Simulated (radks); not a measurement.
All-electron atom: Dy38+ in [Ar] 3d9 7d1 (not the ground configuration). Calculated with a radial shooting solver on a logarithmic mesh with Libxc functionals: non-relativistic Kohn-Sham, BLYP, spin-polarised, spherical densities, point nucleus; open shells are filled with parallel spins first (spin-orbit coupling, left out, can overturn this in heavy ions); relativity is left out, which matters for an element this heavy.

Normalised radial functions P(r) = r R(r), r in bohr:

r	3p up	3p down
0.002327	0.0161	0.0161
0.003528	0.0357	0.0356
0.005348	0.0771	0.0770
0.008171	0.1638	0.1637
0.01239	0.3267	0.3265
0.01893	0.6105	0.6100
0.02869	0.9972	0.9964
0.04349	1.3257	1.3244
0.06646	1.1513	1.1500
0.1007	0.0135	0.0129
0.1527	-1.6636	-1.6627
0.2334	-2.2684	-2.2681
0.3538	-1.2237	-1.2248
0.5406	-0.2199	-0.2207
0.8195	-0.0095	-0.0089
1.242	0.0000	0.0000
1.898	0.0000	0.0000
2.877	0.0000	0.0000
4.397	0.0000	0.0000

3p up: eigenvalue -3224.8 eV, 1 radial node at r = 0.101 bohr, <r> = 0.233 bohr, 90 % of the charge inside 0.346 bohr. 3p down: eigenvalue -3220.8 eV, 1 radial node at r = 0.101 bohr, <r> = 0.233 bohr, 90 % of the charge inside 0.346 bohr.
